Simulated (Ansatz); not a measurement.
Reactions of `[F][AlH][CH2]CCl`.

Gas-phase electronic energies from Ansatz, PBE0-D4/def2-TZVP geometries. CBS: MP2 limit from def2 TZ/QZ plus the TZ coupled-cluster correction, frozen cores. This one scheme is used for every species. Functionals use def2-TZVPP. B3LYP here is the variant with VWN-RPA as its local correlation; programs differ in this. For Ge outer-core shells are correlated without core-valence functions, which leaves a few kJ/mol of doubt a bond. Scalar relativity is left out up to krypton. One conformer a species, not always the lowest.

```csv
reaction,B3LYP-D4 (kJ/mol),CCSD(T)/CBS(def2) (kJ/mol)
`[F][AlH][CH2]CCl` + `OBF` → `O[B](F)[AlH][F]` + `CCCl`,27,28
`[F][AlH][CH2]CCl` + `C=CCl` → `C=[C](Cl)[AlH][F]` + `CCCl`,-20,-21
`[F][AlH][CH2]CCl` + GeH₄ → `[F][AlH][GeH3]` + `CCCl`,-32,-33
`[F][AlH][CH2]CCl` + `C=C(O)[SiH3]` → `C=C([SiH3])[O][AlH][F]` + `CCCl`,-148,-144
`[F][AlH][CH2]CCl` + CH₃OH → `CO[CH2][AlH][F]` + `CCl`,56,66
`[F][AlH][CH2]CCl` + CH₄ → `CCCCl` + `[F][AlH2]`,46,43
`[F][AlH][CH2]CCl` + `C=C` → `C=[CH][AlH][F]` + `CCCl`,-18,-18
`[F][AlH][CH2]CCl` + `C=C` → `C=CCCCl` + `[F][AlH2]`,27,26
```

Largest T1 diagnostic: 0.014, for `O[B](F)[AlH][F]`.
